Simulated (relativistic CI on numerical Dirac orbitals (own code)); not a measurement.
Sensitivity of the levels of Ho XXXVIII to α and to the nuclear radius

Computed by Dirac-Coulomb-Breit CI, orbitals from a KLI potential per configuration, derivatives by finite differences, unscaled Slater integrals, QED left out (own radial code, finite nucleus).

Configurations in the expansion (outside the closed core [Ar] 3d10): 4s², 4s4p, 4p², 4s4d, 4d², 4s4f, 4p4d, 4f². Levels of other configurations are missing.

With x = (α/α₀)² − 1 an excitation energy changes as ω = ω₀ + qx; K = 2q/ω₀ is the relative enhancement. Terms are leading LS components, so labels can repeat. The field-shift factor is F = δν/δ⟨r²⟩ for the transition from the lowest level.

Lowest level 4s² ¹S0.

```tsv
Level	ω₀ (cm⁻¹)	q (cm⁻¹)	K	F (GHz/fm²)
4s4p ³P°0	579492	78430	0.271	-964
4s4p ³P°1	626310	94120	0.301	-969
4s4p ³P°2	1052571	630200	1.2	-1010
4s4p ¹P°1	1183296	623600	1.05	-1020
4p² ³P0	1336206	175600	0.263	-1950
4p² ³P1	1765929	718600	0.814	-2000
4p² ¹D2	1774174	716700	0.808	-1950
4s4d ³D1	2144085	664900	0.62	-1010
4s4d ³D2	2157303	758000	0.703	-1170
4p² ³P2	2214812	1.039e+06	0.938	-1580
4s4d ³D3	2242789	765500	0.683	-1000
4p² ¹S0	2326752	1.262e+06	1.09	-2040
4s4d ¹D2	2378361	908900	0.764	-1360
```

At this charge energies of transitions that change n are usually good to better than 1 %, and those within a shell (Δn = 0) to a few per cent.
